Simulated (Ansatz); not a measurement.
Computed with Ansatz on PBE0-D4/def2-TZVP structures; ΔE is electronic, products minus reactants. CCSD(T)/CBS adds triple-zeta CCSD(T) − MP2 to the extrapolated MP2 energy (def2 sets, frozen cores). Functionals use def2-TZVPP. B3LYP here is the variant with VWN-RPA as its local correlation; programs differ in this. One conformer a species, not always the lowest.

Consider the isomerisation: `C[O][AlH][S][SiH3]` → `C[O][AlH][SiH2]S`.

| level | ΔE (kcal/mol) | difference from CCSD(T)/CBS |
| --- | --- | --- |
| PBE-D4 | 23.8 | -4.0 |
| r2SCAN-D4 | 27.4 | -0.4 |
| PBE0-D4 | 25.5 | -2.3 |
| B3LYP-D4 | 27.1 | -0.7 |
| ωB97X-V | 27.1 | -0.7 |
| ωB97M-V | 28.3 | 0.5 |
| B2PLYP | 27.7 | -0.1 |
| PBE | 23.2 | -4.6 |
| r2SCAN | 27.3 | -0.5 |
| PBE0 | 25.0 | -2.8 |
| B3LYP | 26.2 | -1.6 |
| HF/def2-TZVPP | 30.5 | 2.7 |
| MP2/def2-TZVPP | 29.9 | 2.1 |
| SCS-MP2/def2-TZVPP | 29.5 | 1.7 |
| CCSD/def2-TZVPP | 27.6 | -0.2 |
| CCSD(T)/def2-TZVPP | 27.4 | -0.4 |
| HF/def2-QZVPP | 30.5 | 2.7 |
| MP2/def2-QZVPP | 30.2 | 2.4 |
| SCS-MP2/def2-QZVPP | 29.8 | 2.0 |
| HF/CBS(def2) | 30.6 | 2.8 |
| MP2/CBS(def2) | 30.3 | 2.5 |
| CCSD/CBS(def2) | 28.1 | 0.3 |
| CCSD(T)/CBS | 27.8 | 0 |

Largest T1 diagnostic among the species: 0.013.

The D4 term adds +0.9 kcal/mol with B3LYP and +0.5 kcal/mol with PBE0; it sums over pairs of atoms, weighted by their polarisabilities, and B3LYP, whose exchange is more repulsive, gets the larger term. From PBE to PBE0 (25 % exact exchange), in def2-TZVPP and without D4, ΔE moves by +1.8 kcal/mol.
